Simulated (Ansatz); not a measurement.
Gas-phase electronic energies from Ansatz, PBE0-D4/def2-TZVP geometries. CBS: MP2 limit from def2 TZ/QZ plus the TZ coupled-cluster correction, frozen cores. For Br outer-core shells are correlated without core-valence functions, which leaves a few kJ/mol of doubt a bond. Scalar relativity is left out up to krypton.

`Cl[Si](Cl)(Br)Br` → `ClBr` + `Cl[Si]Br`  (silylene formation by 1,1-elimination)

`Cl[Si](Cl)(Br)Br`:

```xyz
5

Cl    0.996   -1.440    1.056
Si    0.033   -0.005    0.001
Cl    1.396    1.100   -1.011
Br   -1.345   -0.944   -1.419
Br   -1.080    1.288    1.374
```

`ClBr`:

```xyz
2

Cl   -0.404   -0.720    0.675
Br    0.404    0.720   -0.675
```

`Cl[Si]Br`:

Z-matrix (Å, degrees):
```
Si
Cl 1 2.076
Br 1 2.251 2 101.6
```

| species | CCSD(T)/CBS(def2) energy (Eh) |
| --- | --- |
| `Cl[Si](Cl)(Br)Br` | -6355.47272 |
| `ClBr` | -3033.06727 |
| `Cl[Si]Br` | -3322.23177 |

Q: Work out ΔE.

A: ΔE = (-3033.06727) + (-3322.23177) − (-6355.47272) = 0.17368 Eh = +456.0 kJ/mol.

Largest T1 diagnostic among the species: 0.011.

The D4 term adds +25.2 kJ/mol with B3LYP and +13.3 kJ/mol with PBE0; it sums over pairs of atoms, weighted by their polarisabilities, and B3LYP, whose exchange is more repulsive, gets the larger term. From BLYP to BHLYP (50 % exact exchange), in def2-TZVPP and without D4, ΔE moves by +69.7 kJ/mol. Leaving LDA and LC-ωPBE aside and taking each functional with its dispersion term where it has one, the values, not all of them listed here, spread over 80.6 kJ/mol, from BLYP-D4 to PBE-QIDH. LDA lies +43.9 kJ/mol from PBE without D4.

B3LYP here is the variant with VWN-RPA as its local correlation; programs differ in this.
